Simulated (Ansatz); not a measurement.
Cost and result up the ladder for In₇Sb₇H₂₀, a nanocrystal cut from zinc blende InSb (hydrogen-capped) (34 atoms). Total charge 0; singlet. Geometry: PBE-D4/def2-SVP.

```xyz
34

In    4.441    1.098    0.021
In   -3.190   -2.516    2.382
In    1.247   -2.450   -0.324
In    0.295    1.339    2.411
In    0.937    4.279   -1.320
In   -2.151    0.634   -1.620
In    1.911    0.365   -4.141
Sb   -1.747   -0.388    3.647
Sb    2.258   -0.397    1.341
Sb    2.730    2.148   -2.038
Sb   -0.897   -3.769    1.205
Sb   -3.926   -1.020    0.050
Sb   -0.033   -1.060   -2.431
Sb   -0.919    2.489    0.127
H     5.461   -0.164   -0.609
H     4.835    2.335    1.181
H    -4.365   -3.445    3.254
H     2.303   -3.777   -0.729
H     0.748    2.393    3.723
H     1.619    5.253   -0.049
H     0.003    4.790   -2.696
H    -3.234    1.243   -2.843
H     3.134   -0.837   -4.440
H     0.899    1.192   -5.290
H    -1.151   -1.061    5.116
H    -2.953    0.572    4.417
H     2.821   -1.256    2.725
H     3.900    3.068   -2.910
H    -0.228   -4.746    2.455
H    -1.528   -5.101    0.313
H    -4.802   -2.131   -0.932
H    -5.319   -0.120    0.515
H    -0.842   -2.315   -3.294
H    -2.256    3.355    0.785
```

Ansatz on 2 threads of AMD EPYC 7R13 on a shared host and a share (18 GiB) of an NVIDIA H100 80GB HBM3. Times are rough, and most runs start from the orbitals of an earlier one. No level here is sound enough to serve as a yardstick. Binding counts from free atoms at the same level (In doublet, Sb quartet, H doublet; other spins of the atoms weren't run), without zero-point energy or a counterpoise term.

In the def2 sets In, Sb take a core potential; there is no spin–orbit coupling. LC-ωPBE has ω = 0.4 bohr⁻¹. Correlated methods freeze 56 core orbitals; core or outer-core shells of In, Sb are correlated, in sets that lack core-valence functions. The rows differ in basis, and correlated rows in double-zeta sets carry the largest basis error. Single mean-field runs in def2-SVP, def2-TZVP are fitted with def2-universal-jkfit.

Correlated methods converge slowly with the basis, most of all in double-zeta sets.

| level | functions | binding energy per atom (eV) |
| --- | --- | --- |
| PBE-D4/def2-SVP | 464 | 2.16 |
| r2SCAN-D4/def2-SVP (with forces) | 464 | 2.15 |
| LC-ωPBE/def2-SVP | 464 | 2.10 |
| PBE0-D4/def2-TZVP | 820 | 2.17 |
| B97M-V/def2-SVP | 464 | 2.21 |
| PBE0-D4/def2-SVP | 464 | 2.15 |
| PBE-D4/def2-TZVP | 820 | 2.18 |
| MP2/def2-SVP | 464 | 1.94 |

Q: Estimate how long each takes.

A: PBE-D4/def2-TZVP 10 s; PBE0-D4/def2-SVP 11 s; PBE0-D4/def2-TZVP 14 s; LC-ωPBE/def2-SVP 15 s; r2SCAN-D4/def2-SVP (with forces) 16 s; PBE-D4/def2-SVP 17 s; MP2/def2-SVP 17 s; B97M-V/def2-SVP 21 s. On shared hardware such times vary by a factor of up to 3.
